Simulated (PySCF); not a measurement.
## Radial density of Pd²⁺ (palladium, charge +2)

UHF, [Kr] 4d8, high-spin 3F determinant. Calculation: PySCF 2.14, in x2c-SVPall (6s5p5d1f, 53 functions); scalar relativity by spin-free X2C-1e.

```tsv
r (bohr)	4πr²ρ (e/bohr)	4πr²(ρα − ρβ)
0.0267	57.55	-0.0002
0.0449	49.75	0.0021
0.0756	66.95	0.0298
0.127	66.33	0.1747
0.214	49.64	0.4118
0.360	53.06	0.1300
0.605	16.49	0.3867
1.02	16.60	1.7402
1.71	4.904	0.8750
2.88	0.3625	0.0691
4.84	0.002109	0.0001
```

Densities and radii are taken from the X2C orbitals without a picture-change correction, which distorts them close to the nucleus.
